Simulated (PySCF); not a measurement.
H$_{3}$GeO$_{3}$, doublet, geometry from GFN2-xTB of the parent state (the spin is typed, not shown lowest); SVWN5/6-31G** in PySCF.

The PySCF input:
```python
from pyscf import gto, scf, dft

mol = gto.Mole()
mol.atom = '''
    O    -1.20878838   -0.88143849   -0.65246148
    Ge    0.01053814    0.00178949    0.00477151
    O    -0.21190247    1.64146400    0.16488531
    O     1.31640198   -0.91478443    0.41904547
    H    -2.04757636   -0.49179411   -0.94951731
    H     0.39377429    2.30248223    0.52591790
    H     2.15089263   -0.62988023    0.81915669
'''
mol.basis = '6-31g**'
mol.spin = 1
mol.verbose = 4
mol.build()

mf = dft.UKS(mol)
mf.xc = 'lda,vwn'
mf.kernel()
mf.analyze()
```

The log (banner, timings and long lists left out):

```
PySCF version 2.14.0

[INPUT] verbose = 4
[INPUT] num. atoms = 7
[INPUT] num. electrons = 59
[INPUT] charge = 0
[INPUT] spin (= nelec alpha-beta = 2S) = 1
[INPUT] symmetry False subgroup None
[INPUT] Mole.unit = angstrom
[INPUT] Symbol           X                Y                Z      unit          X                Y                Z       unit  Magmom
[...]
nuclear repulsion = 324.153384874856
number of shells = 39
number of NR pGTOs = 197
number of NR cGTOs = 89
basis = 6-31g**
ecp = {}

******** <class 'pyscf.dft.uks.UKS'> ********
method = UKS
initial guess = minao
damping factor = 0
level_shift factor = 0
DIIS = <class 'pyscf.scf.diis.CDIIS'>
diis_start_cycle = 1
diis_space = 8
diis_damp = 0
SCF conv_tol = 1e-09
SCF conv_tol_grad = None
SCF max_cycles = 50
direct_scf = True
direct_scf_tol = 1e-13
number electrons alpha = 30  beta = 29
XC library pyscf.dft.libxc version 7.1.2
    S. Lehtola, C. Steigemann, M. J. T. Oliveira, and M. A. L. Marques,  SoftwareX 7, 1–5 (2018)
XC functionals = lda,vwn
    P. A. M. Dirac,  Math. Proc. Cambridge Philos. Soc. 26, 376 (1930)
    F. Bloch,  Z. Phys. 57, 545 (1929)
    S. H. Vosko, L. Wilk, and M. Nusair,  Can. J. Phys. 58, 1200 (1980)
radial grids:
    Treutler-Ahlrichs [JCP 102, 346 (1995); DOI:10.1063/1.469408] (M4) radial grids

becke partition: Becke, JCP 88, 2547 (1988); DOI:10.1063/1.454033
pruning grids: <function nwchem_prune>
grids dens level: 3
symmetrized grids: False
atomic radii adjust function: <function treutler_atomic_radii_adjust>
small_rho_cutoff = 0
Set gradient conv threshold to 3.16228e-05
tot grids = 92312
init E= -2299.4790846332

cycle= 1 E= -2298.98978840327  delta_E= 0.489  |g|= 1.06  |ddm|= 2.44
cycle= 2 E= -2297.60770721276  delta_E= 1.38  |g|= 2.15  |ddm|= 2.57
cycle= 3 E= -2299.36798452881  delta_E= -1.76  |g|= 0.14  |ddm|= 1.98
cycle= 4 E= -2299.36997827266  delta_E= -0.00199  |g|= 0.136  |ddm|= 0.316
cycle= 5 E= -2299.37645158199  delta_E= -0.00647  |g|= 0.051  |ddm|= 0.156
cycle= 6 E= -2299.37752112313  delta_E= -0.00107  |g|= 0.00496  |ddm|= 0.0607
cycle= 7 E= -2299.37752778683  delta_E= -6.66e-06  |g|= 0.00364  |ddm|= 0.0111
cycle= 8 E= -2299.37753213348  delta_E= -4.35e-06  |g|= 0.00129  |ddm|= 0.00425
cycle= 9 E= -2299.37753281072  delta_E= -6.77e-07  |g|= 0.00026  |ddm|= 0.00199
cycle= 10 E= -2299.37753283814  delta_E= -2.74e-08  |g|= 5.37e-05  |ddm|= 0.000538
cycle= 11 E= -2299.37753283987  delta_E= -1.73e-09  |g|= 1.7e-05  |ddm|= 0.000156
[...]
converged SCF energy = -2299.37753283998  <S^2> = 0.7508174  2S+1 = 2.0008172
Total Energy =                       -2299.377532839980177
[...]
spin_pop of  2 O 1s        0.00000
spin_pop of  2 O 2s        0.04705
spin_pop of  2 O 3s        0.00311
spin_pop of  2 O 2px       0.02219
spin_pop of  2 O 2py       0.04530
spin_pop of  2 O 2pz      -0.00532
spin_pop of  2 O 3px       0.00038
spin_pop of  2 O 3py       0.00068
spin_pop of  2 O 3pz      -0.00003
spin_pop of  2 O 3dxy      0.00005
spin_pop of  2 O 3dyz      0.00006
spin_pop of  2 O 3dz^2     0.00031
spin_pop of  2 O 3dxz      0.00009
spin_pop of  2 O 3dx2-y2    0.00025
spin_pop of  3 O 1s        0.00000
spin_pop of  3 O 2s        0.04604
spin_pop of  3 O 3s        0.00314
spin_pop of  3 O 2px       0.01197
spin_pop of  3 O 2py       0.05926
spin_pop of  3 O 2pz      -0.00614
spin_pop of  3 O 3px       0.00021
spin_pop of  3 O 3py       0.00071
spin_pop of  3 O 3pz      -0.00004
spin_pop of  3 O 3dxy      0.00024
spin_pop of  3 O 3dyz      0.00007
spin_pop of  3 O 3dz^2     0.00028
spin_pop of  3 O 3dxz      0.00015
spin_pop of  3 O 3dx2-y2    0.00003
spin_pop of  4 H 1s        0.03706
spin_pop of  4 H 2s        0.00356
spin_pop of  4 H 2px       0.00000
spin_pop of  4 H 2py       0.00000
spin_pop of  4 H 2pz      -0.00001
spin_pop of  5 H 1s        0.04437
spin_pop of  5 H 2s        0.00445
spin_pop of  5 H 2px      -0.00000
spin_pop of  5 H 2py       0.00001
spin_pop of  5 H 2pz      -0.00001
spin_pop of  6 H 1s        0.04393
spin_pop of  6 H 2s        0.00433
spin_pop of  6 H 2px       0.00001
spin_pop of  6 H 2py       0.00000
spin_pop of  6 H 2pz      -0.00001
 ** Mulliken Spin Density (per atom)  **
spin density of  0 O =      0.10142
spin density of  1 Ge =      0.53085
spin density of  2 O =      0.11413
spin density of  3 O =      0.11591
spin density of  4 H =      0.04061
spin density of  5 H =      0.04882
spin density of  6 H =      0.04826
 ** Mulliken pop alpha/beta on meta-lowdin orthogonal AOs **
 ** Mulliken pop       alpha | beta **
In total            30.00000 | 29.00000
 ** Mulliken atomic charges   ( Nelec_alpha | Nelec_beta ) **
charge of  0O =     -0.62036  (     4.36089      4.25947 )
charge of  1Ge =      0.93648  (    15.79719     15.26634 )
charge of  2O =     -0.64770  (     4.38092      4.26679 )
charge of  3O =     -0.63176  (     4.37384      4.25792 )
charge of  4H =      0.32794  (     0.35633      0.31573 )
charge of  5H =      0.31658  (     0.36612      0.31730 )
charge of  6H =      0.31883  (     0.36471      0.31646 )
Dipole moment(X, Y, Z, Debye):  0.85159,  1.95696,  0.66739
```
